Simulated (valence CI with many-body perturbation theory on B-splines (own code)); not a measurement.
**Level structure of Sm20+**

Calculated by relativistic CI+MBPT: six valence electrons over a frozen Dirac-Fock core [Kr], radial functions for each j: 7 s, 7 p, 8 d, 6 f, 4 g, 1 h, with the one-electron correlation potential Σ1 (screened to all orders), the two-electron term Σ2, the three-electron term Σ3, Breit, model QED; selected single and double excitations, second order for the rest, scaled by the run's own slope (own B-spline code, finite nucleus).

No measured spectrum was set against this ion. As an estimate, terms of the open shell hold to 2 to 4 % of their energy, and close levels can change places. Core correlation moves these levels by up to 9800 cm⁻¹, and in measured spectra 5 to 20 % of such shifts remained as error; rates that hang on mixing are uncertain with them. Among the levels kept, up to 1000 cm⁻¹ of a level comes from second order outside the variational space, and about a tenth of that is noise between levels of different J, which matters for small intervals. Only levels of the ground parity were solved; by the run's estimate the other parity begins above the list, which can be wrong where configurations are misplaced.

Levels 1 to 34 of 34, with energies above the lowest level, (4d3/2^4 4d5/2^2) J=4. "Leading %" is the weight of the configuration and term that name the level; weights of strongly mixed levels are sums over their largest components and can fall short. In the jj column 3d3/2^4 stands for four electrons in 3d with j = 3/2. Lifetimes count E1, E2, E3, M1 and M2 decay at the calculated energies, and are blank where another channel may lead or the interval is too uncertain; long ones can be off by a factor of two.

```csv
No.,Configuration,Term,J,E (eV),Leading %,Leading jj,Lifetime
1,4d6,5D,4,0.000,62,4d3/2^4 4d5/2^2 (77 %),
2,4d6,3P,2,1.919,39,4d3/2^4 4d5/2^2 (81 %),768 s
3,4d6,5D,3,3.994,82,4d3/2^3 4d5/2^3 (84 %),1.01 ms
4,4d6,5D,0,4.537,52,4d3/2^4 4d5/2^2 (51 %),55.0 s
5,4d6,5D,1,5.150,69,4d3/2^3 4d5/2^3 (85 %),1.21 ms
6,4d6,3H,4,5.809,25,4d3/2^3 4d5/2^3 (75 %),629 μs
7,4d6,3G,5,7.559,55,4d3/2^3 4d5/2^3 (98 %),3.30 ms
8,4d6,3H,6,7.683,76,4d3/2^3 4d5/2^3 (96 %),
9,4d6,3F,2,8.824,47,4d3/2^3 4d5/2^3 (68 %),618 μs
10,4d6,3F,3,9.093,37,4d3/2^3 4d5/2^3 (88 %),677 μs
11,4d6,5D,2,9.981,39,4d3/2^2 4d5/2^4 (66 %),286 μs
12,4d6,3D,1,11.643,60,4d3/2^3 4d5/2^3 (78 %),724 μs
13,4d6,3G,4,11.722,38,4d3/2^3 4d5/2^3 (58 %),1.11 ms
14,4d6,1S,0,12.016,44,4d3/2^2 4d5/2^4 (72 %),172 μs
15,4d6,3D,2,12.179,50,4d3/2^3 4d5/2^3 (56 %),739 μs
16,4d6,3P,0,12.421,83,4d3/2^3 4d5/2^3 (66 %),41.9 ms
17,4d6,3F,4,12.577,44,4d3/2^2 4d5/2^4 (78 %),292 μs
18,4d6,3D,3,13.059,44,4d3/2^3 4d5/2^3 (65 %),465 μs
19,4d6,3H,5,13.363,55,4d3/2^2 4d5/2^4 (98 %),562 μs
20,4d6,1F,3,13.953,57,4d3/2^3 4d5/2^3 (51 %),444 μs
21,4d6,3G,3,14.586,53,4d3/2^2 4d5/2^4 (89 %),458 μs
22,4d6,1I,6,14.611,76,4d3/2^2 4d5/2^4 (96 %),698 μs
23,4d6,3P,1,16.140,68,4d3/2^2 4d5/2^4 (74 %),423 μs
24,4d6,1G,4,16.767,62,4d3/2^2 4d5/2^4 (72 %),446 μs
25,4d6,1D,2,16.774,44,4d3/2^2 4d5/2^4 (76 %),341 μs
26,4d6,3P,1,18.750,78,4d3/2 4d5/2^5 (77 %),90.3 μs
27,4d6,3F,2,19.532,80,4d3/2^2 4d5/2^4 (89 %),222 μs
28,4d6,3F,4,19.836,70,4d3/2^2 4d5/2^4 (71 %),231 μs
29,4d6,1G,4,22.760,68,4d3/2 4d5/2^5 (60 %),145 μs
30,4d6,3P,2,23.342,57,4d3/2 4d5/2^5 (80 %),156 μs
31,4d6,3F,3,23.627,48,4d3/2 4d5/2^5 (87 %),172 μs
32,4d6,3P,0,24.802,53,4d5/2^6 (71 %),105 μs
33,4d6,1D,2,25.540,91,4d3/2^2 4d5/2^4 (84 %),242 μs
34,4d6,1S,0,32.718,84,4d3/2^2 4d5/2^4 (68 %),74.8 μs
```

Where two levels of one J and parity lie close, their mixing, g and order are uncertain.

The ionisation energy to 4d5 6S_5/2 of the next ion comes out as 618.99 eV (NIST: 617 ± 4 eV (theoretical)). All 34 levels together are meant to be complete up to 34.055 eV.
